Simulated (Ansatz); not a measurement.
Relaxation of CH₇BS₂Si (12 atoms, charge 0, multiplicity 1), to a largest force component of 0.02 eV/Å in at most 50 steps.

Method: RKS revPBE/def2-SVP in Ansatz.

```xyz
12
Properties=species:S:1:pos:R:3:forces:R:3
C -1.637 -0.164 -0.471 -1.81 2.79 -0.30
Si -0.250 -1.047 0.262 0.27 -0.86 0.47
B 0.846 0.204 1.219 2.04 1.09 0.19
S 2.732 0.489 0.684 -0.65 0.10 0.53
S 2.090 2.022 -0.671 -0.22 -0.73 0.34
H -2.277 0.376 0.324 0.63 -0.64 -0.82
H -1.277 0.663 -1.170 -0.24 -0.68 0.52
H -2.291 -0.810 -1.049 -0.54 -0.45 -0.39
H 0.540 -1.656 -0.769 0.70 -0.85 -1.08
H -0.743 -2.075 1.206 -0.16 -0.48 0.38
H 0.426 0.815 2.162 0.05 0.44 0.35
H 1.917 1.126 -1.692 -0.08 0.27 -0.20
```

**Question.** Where does it end, and by what steps?

**Answer.** The run converged. After 11 steps the energy has fallen by 1.047 eV; H11 moved furthest, 0.66 Å. Joined: B3–S5.

```json
{"step": "0", "energy less start (eV)": "0.0000", "largest force component (eV/Å)": "2.791", "accepted": "yes"}
{"step": "1", "energy less start (eV)": "-0.5021", "largest force component (eV/Å)": "1.041", "accepted": "yes"}
{"step": "2", "energy less start (eV)": "-0.8149", "largest force component (eV/Å)": "0.654", "accepted": "yes"}
{"step": "3", "energy less start (eV)": "-1.0005", "largest force component (eV/Å)": "0.455", "accepted": "yes"}
{"step": "4", "energy less start (eV)": "-1.0214", "largest force component (eV/Å)": "0.093", "accepted": "yes"}
{"step": "5", "energy less start (eV)": "-1.0268", "largest force component (eV/Å)": "0.048", "accepted": "yes"}
{"step": "6", "energy less start (eV)": "-1.0343", "largest force component (eV/Å)": "0.073", "accepted": "yes"}
{"step": "7", "energy less start (eV)": "-1.0400", "largest force component (eV/Å)": "0.165", "accepted": "yes"}
{"step": "8", "energy less start (eV)": "-1.0432", "largest force component (eV/Å)": "0.066", "accepted": "yes"}
{"step": "9", "energy less start (eV)": "-1.0457", "largest force component (eV/Å)": "0.044", "accepted": "yes"}
{"step": "10", "energy less start (eV)": "-1.0466", "largest force component (eV/Å)": "0.039", "accepted": "yes"}
{"step": "11", "energy less start (eV)": "-1.0469", "largest force component (eV/Å)": "0.018", "accepted": "yes"}
```

```xyz
12
Properties=species:S:1:pos:R:3
C -1.893 -0.194 -0.473
Si -0.176 -0.825 0.083
B 0.992 0.569 0.994
S 2.877 0.175 1.140
S 2.193 1.597 -0.255
H -2.475 0.174 0.398
H -1.800 0.643 -1.197
H -2.477 -1.003 -0.958
H 0.562 -1.354 -1.136
H -0.377 -2.007 1.004
H 0.568 1.362 1.817
H 2.082 0.809 -1.381
```

Run time: 23 s on 2 threads of Intel(R) Xeon(R) Platinum 8488C (Sapphire Rapids) (shared host), peak memory 0.19 GiB.
